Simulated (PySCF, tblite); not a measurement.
Calculations on `C=C(Cl)/C=[C]\CC[SiH3]` [radical], in the order of a workflow; each names the level of the geometry that it ran on. Settings lines and outputs come from a driver script.

Compound: C6H10ClSi (doublet state).
SMILES with atom numbers: `[CH2:1]=[C:2]([Cl:3])/[CH:4]=[C:5]\[CH2:6][CH2:7][SiH3:8]` (hydrogens: H9, H10 on C1; H11 on C4; H12, H13 on C6; H14, H15 on C7; H16, H17, H18 on Si8)

Step 1: GFN2-xTB geometry optimisation, gas phase (tblite 0.8.0) (from a force-field or distance-geometry start)
```json
{"job": {"kind": "relax", "xc": "GFN2-xTB", "basis": "xTB"}, "charge": 0, "multiplicity": 2}
```
```
step      E/eV     max force
  0    -654.86498    2.200
  1    -655.03050    0.910
  2    -655.07718    0.605
...
123    -655.38960    0.013
124    -655.38963    0.010
125    -655.38966    0.012
126    -655.38968    0.011
127    -655.38970    0.009
```

Energy lowered by 12.1 kcal/mol over 127 steps; largest atomic force 0.009 eV/Å at the end. «max force» is the largest atomic force in eV/Å.

On one thread, AMD EPYC 7B13 (x86_64), on a shared host, this took 1.3 s wall.

Step 2: GFN2-xTB harmonic vibrations, gas phase (tblite 0.8.0) (on the GFN2-xTB geometry)
```json
{"job": {"kind": "ir", "xc": "GFN2-xTB", "basis": "xTB"}, "charge": 0, "multiplicity": 2}
```
```
(table of modes left out)
```

48 modes from 21 to 3148 cm⁻¹ (unscaled, harmonic); zero-point energy 81.8 kcal/mol; all wavenumbers are real at this level.

On one thread of an AMD EPYC 7B13, shared host with 128 logical CPUs at a one-minute load of 25, this took 0.96 s.

Step 3: UKS B3LYP, pcH-1 on C Cl H Si, non-relativistic, mean-field spin-orbit, GIAO (PySCF 2.14.0) (on the GFN2-xTB geometry)
```json
{"job": {"kind": "epr", "basis": "pcH-1"}, "charge": 0, "multiplicity": 2}
```
```
...
E = -984.26059981 Eh   <S^2> = 0.7616 (exact 0.7500)
g shifts (ppm)      1          2          3
  rmc          -157       -157       -157
  gc             35          6         38
  oz_so        -204        -65        741
  total        -326       -217        622
hyperfine (MHz)  atom isotope    a_iso     a_fc   dipolar eigenvalues
    0   13C      -1.37      -1.38     -9.30      3.00      6.29
    1   13C     101.16     101.16     -8.22     -1.24      9.46
    2  35Cl       0.19       0.20     -1.13      0.15      0.98
    3   13C      -3.02      -3.03    -17.30      2.39     14.92
    4   13C     261.37     261.48    -82.21    -58.66    140.87
    5   13C       3.41       3.40     -5.23     -3.67      8.90
    6   13C      50.60      50.60     -3.51     -3.40      6.91
    7  29Si      -1.95      -1.94     -1.69      0.64      1.05
    8    1H       7.38       7.38     -1.25     -0.97      2.22
    9    1H       2.98       2.98     -2.38     -1.62      3.99
   10    1H     109.24     109.25     -6.34     -5.38     11.72
   11    1H      10.33      10.33     -6.20     -4.55     10.75
   12    1H     112.35     112.35     -6.05     -1.43      7.48
   13    1H       3.95       3.95     -2.51     -2.24      4.75
   14    1H      -2.73      -2.73     -3.30     -2.99      6.28
...
```

⟨S²⟩ 0.762; g_iso 2.0023. rmc, gc and oz_so are the mass-correction, gauge-correction and orbital-Zeeman/spin–orbit parts of the g shift along its three principal axes; a_iso is the isotropic hyperfine coupling and a_fc its Fermi-contact part. The log counts atoms from 0, this text from 1.

Hardware: one thread of an AMD EPYC 7B13, no GPU, shared host. Cost: 1.8 min of wall time (with the writing of density and orbital grids), 1.1 GiB resident at most.

Geometry of the electronic-property runs (GFN2-xTB):
```
atom  x, y, z in Å
C1     3.3412   -0.8657   -1.3406
C2     2.4235   -0.2897   -0.5720
Cl3    2.8971    0.4189    0.9358
C4     1.0004   -0.2081   -0.9183
C5     0.0266    0.2790   -0.2010
C6    -0.3690    0.8939    1.0500
C7    -1.7725    0.3994    1.4239
Si8   -2.7477    0.1531   -0.1947
H9     4.3767   -0.9076   -1.0542
H10    3.0710   -1.3148   -2.2797
H11    0.7916   -0.6197   -1.9004
H12   -0.3909    1.9792    0.9083
H13    0.3527    0.6717    1.8481
H14   -2.2516    1.1002    2.1058
H15   -1.6941   -0.5503    1.9530
H16   -4.1752    0.0720    0.1445
H17   -2.3508   -1.0970   -0.8430
H18   -2.5380    1.3009   -1.0771
```

 (This holds for the electronic-property runs.)

One conformer stands for the species.
